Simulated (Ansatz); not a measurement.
One change: `BCB(C)O` becomes `CB(O)CO`.

Ansatz, PBE0-D4/def2-TZVP geometries, multiplicity 1. Each molecule was computed in one conformer, which needn't be the lowest.

```tsv
property	`BCB(C)O`
size of the dipole moment (ωB97M-V/def2-TZVPP) / D	1.20
LUMO energy (PBE0/def2-TZVPP) / eV	-1.45
LUMO energy (B3LYP/def2-TZVPP) / eV	-1.68
size of the dipole moment (B3LYP/def2-TZVPP) / D	1.19
HOMO energy (PBE0/def2-TZVPP) / eV	-8.46
HOMO energy (B3LYP/def2-TZVPP) / eV	-8.25
```

(1) Give the same properties after the change, and the shifts. (Estimate.)

Results:

(1) The calculation gave: 
| property | `CB(O)CO` | shift |
| --- | --- | --- |
| size of the dipole moment (ωB97M-V/def2-TZVPP) / D | 2.80 | 1.60 |
| LUMO energy (PBE0/def2-TZVPP) / eV | 0.41 | 1.86 |
| LUMO energy (B3LYP/def2-TZVPP) / eV | 0.13 | 1.81 |
| size of the dipole moment (B3LYP/def2-TZVPP) / D | 2.77 | 1.58 |
| HOMO energy (PBE0/def2-TZVPP) / eV | -7.38 | 1.08 |
| HOMO energy (B3LYP/def2-TZVPP) / eV | -7.15 | 1.10 |

With PBE0 the HOMO rises by 1.08 eV and the LUMO rises by 1.86 eV, so the gap widens by about 0.78 eV. PBE moves the HOMO by 1.37 eV and ωB97M-V by 0.95 eV. Dipoles are sizes alone; their direction can turn.

B3LYP here is the variant with VWN-RPA as its local correlation; programs differ in this.
